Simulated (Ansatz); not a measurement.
`[OH][InH][ZnH]` + `[SH][GaH2]` → `[ZnH][S][GaH2]` + `[OH][InH2]` at 400 K and 1 bar (cleavage of the Zn–In bond).

Calculated with Ansatz (gas phase, PBE0-D4/def2-TZVP geometries, no zero-point term in ΔE). CCSD(T)/CBS is the MP2 limit (def2-TZVPP, def2-QZVPP) plus CCSD(T) − MP2 in def2-TZVPP, frozen cores. Elements past krypton have def2 core potentials. For Ga, In, Zn outer-core shells are correlated without core-valence functions, which leaves a few kJ/mol of doubt a bond. Scalar relativity is left out up to krypton. Each species was taken in one conformer, which may not be the lowest.

```tsv
species	CCSD(T)/CBS energy (Eh)	H − E (kJ/mol)	S (J/(mol·K))
`[OH][InH][ZnH]`	-2045.17442	94.1	365.2
`[SH][GaH2]`	-2323.53734	79.9	297.4
`[ZnH][S][GaH2]`	-4101.94463	84.9	363.7
`[OH][InH2]`	-266.78179	85.2	295.5
```

H − E and S are ideal-gas, rigid-rotor, harmonic terms from PBE0-D4/def2-TZVP, for one conformer and one mirror image of each species. 1 Eh = 2625.50 kJ/mol, R = 8.31446 J/(mol·K).

Problem. By hand: ΔE, ΔH, ΔS and ΔG.

Solution. ΔE = (-4101.94463) + (-266.78179) − (-2045.17442) − (-2323.53734) = -0.01466 Eh = -38.5 kJ/mol. Δ(H − E) = 84.9 + 85.2 − 94.1 − 79.9 = -3.9, so ΔH = -42.4 kJ/mol. ΔS = 363.7 + 295.5 − 365.2 − 297.4 = -3.4 J/(mol·K). ΔG = -42.4 − 400 × (-3.4)/1000 = -41.0 kJ/mol.

Problem. By hand: the equilibrium constant, and the temperature at which ΔG would vanish if ΔH and ΔS stayed fixed.

Solution. log₁₀ K = −ΔG/(RT ln 10) = 5.4. ΔG = 0 at ΔH/ΔS = 12471 K, far beyond where these terms or the molecules hold.

The number of gas molecules stays the same, so ΔS is small and ΔH decides. A doubt of 5 kJ/mol in ΔE shifts log₁₀ K by 0.7 here. Other conformers and mirror images would add mixing entropy, several J/(mol·K) or more a flexible species. These are equilibria of isolated gas molecules and say nothing of rates. Largest T1 diagnostic: 0.017 (customary marks: 0.02 for closed shells, 0.045 for open ones).
